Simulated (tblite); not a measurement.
Compound: C4H10Ge.
Atom-mapped SMILES: `[GeH3:1][CH:2]1[CH2:3][CH2:4][CH2:5]1` (hydrogens: H6, H7, H8 on Ge1; H9 on C2; H10, H11 on C3; H12, H13 on C4; H14, H15 on C5)

Computed with GFN2-xTB (tblite), gas phase: L-BFGS steps from a force-field or distance-geometry start until the largest atomic force falls under 0.01 eV/Å.

Step 0: E = -422.7367 eV
```
atom  x, y, z in Å  |  force x, y, z in eV/Å
Ge1     1.8361    0.2022    0.2813    0.766   0.502   0.073
C2      0.2438   -0.4211   -0.6528    0.237  -0.518  -1.024
C3     -0.7812   -1.1168    0.2056   -0.177  -0.475   0.306
C4     -1.2337    0.2923    0.6124   -2.348  -0.987   0.374
C5     -0.7429    0.7253   -0.7279    1.248   1.242  -1.093
H6      3.0697   -0.2734   -0.5016   -0.211   0.116   0.506
H7      1.8580   -0.1604    1.7707    0.185   0.030  -0.482
H8      1.8365    1.7643    0.1780    0.128  -0.720   0.154
H9      0.4839   -0.8847   -1.6145    0.122  -0.161   0.053
H10    -1.5290   -1.6270   -0.4654    0.569   0.320   1.020
H11    -0.4118   -1.7443    1.0122   -0.153  -0.402  -0.057
H12    -0.6808    0.7178    1.4646   -0.337  -0.215  -0.378
H13    -2.3480    0.3046    0.7369    0.846   0.553   0.375
H14    -0.1462    1.6576   -0.7644   -1.157   0.206  -0.354
H15    -1.4587    0.5718   -1.5571    0.284   0.511   0.528
```

Step 1: E = -422.9111 eV
```
atom  x, y, z in Å  |  force x, y, z in eV/Å
Ge1     1.8471    0.2094    0.2824    0.410   0.258  -0.044
C2      0.2471   -0.4285   -0.6674   -0.006  -0.013  -0.036
C3     -0.7837   -1.1236    0.2100    0.059   0.080   0.041
C4     -1.2673    0.2782    0.6178    0.041  -0.345  -0.481
C5     -0.7251    0.7430   -0.7435    0.115  -0.288   0.061
H6      3.0667   -0.2717   -0.4943   -0.080   0.095   0.443
H7      1.8606   -0.1600    1.7638    0.190   0.028  -0.428
H8      1.8383    1.7540    0.1802    0.145  -0.565   0.144
H9      0.4857   -0.8870   -1.6138    0.172  -0.345  -0.320
H10    -1.5208   -1.6224   -0.4509    0.283   0.047   0.717
H11    -0.4140   -1.7501    1.0114   -0.090  -0.406   0.037
H12    -0.6857    0.7147    1.4592   -0.536  -0.340  -0.485
H13    -2.3359    0.3125    0.7423   -0.311   0.470   0.390
H14    -0.1628    1.6605   -0.7695   -0.623   0.795  -0.309
H15    -1.4547    0.5791   -1.5495    0.231   0.529   0.269
```

Step 2: E = -423.0032 eV
```
atom  x, y, z in Å  |  force x, y, z in eV/Å
Ge1     1.8584    0.2166    0.2819    0.075   0.019  -0.100
C2      0.2482   -0.4313   -0.6731    0.149   0.046   0.139
C3     -0.7835   -1.1244    0.2122    0.330   0.076   0.127
C4     -1.2781    0.2670    0.6108    0.506   0.046  -0.452
C5     -0.7168    0.7439   -0.7478   -0.132  -0.334   0.318
H6      3.0642   -0.2694   -0.4837    0.068   0.052   0.347
H7      1.8650   -0.1594    1.7536    0.194   0.016  -0.347
H8      1.8416    1.7401    0.1836    0.153  -0.348   0.122
H9      0.4894   -0.8941   -1.6194    0.130  -0.294  -0.239
H10    -1.5129   -1.6200   -0.4327   -0.002  -0.178   0.378
H11    -0.4164   -1.7595    1.0118   -0.073  -0.283   0.014
H12    -0.6971    0.7074    1.4485   -0.464  -0.316  -0.401
H13    -2.3375    0.3238    0.7513   -0.517   0.373   0.290
H14    -0.1799    1.6761   -0.7769   -0.499   0.699  -0.221
H15    -1.4490    0.5913   -1.5420    0.082   0.426   0.024
```

Q: Estimate the geometry and energy of step 3. (The exact step hangs on the optimiser's Hessian estimate; all steps are aligned on step 2, rigid shifts and turns removed.)

A: E = -423.1053 eV, largest force 0.542 eV/Å
```
atom  x, y, z in Å  |  force x, y, z in eV/Å
Ge1     1.8747    0.2261    0.2788   -0.357  -0.380  -0.148
C2      0.2561   -0.4358   -0.6805    0.259   0.099   0.216
C3     -0.7734   -1.1263    0.2207    0.383   0.046  -0.032
C4     -1.2870    0.2532    0.5937    0.274   0.407  -0.174
C5     -0.7057    0.7432   -0.7486   -0.266  -0.063   0.309
H6      3.0632   -0.2651   -0.4605    0.347  -0.046   0.150
H7      1.8762   -0.1581    1.7308    0.179  -0.029  -0.149
H8      1.8501    1.7130    0.1913    0.149   0.125   0.071
H9      0.4974   -0.9103   -1.6309    0.035  -0.132   0.019
H10    -1.5030   -1.6220   -0.3993   -0.260  -0.413  -0.053
H11    -0.4218   -1.7788    1.0120    0.050  -0.124   0.115
H12    -0.7235    0.6899    1.4244   -0.107  -0.090  -0.006
H13    -2.3494    0.3488    0.7703   -0.209   0.136  -0.005
H14    -0.2180    1.7123   -0.7923   -0.353   0.276  -0.022
H15    -1.4402    0.6183   -1.5319   -0.123   0.189  -0.291
```

The energy changes by -0.1021 eV. The first-order estimate −F·Δx gives -0.1730 eV and the mean of the old and new forces, exact on a quadratic surface, -0.1010 eV. The step makes an angle of 35° with the force vector and moves no atom by more than 0.055 Å.

The cost below is that of the whole relaxation. Time: 1.9 s wall, 1.6 s CPU. Hardware: Intel Xeon at 2.50 GHz, one thread, no GPU (shared host).
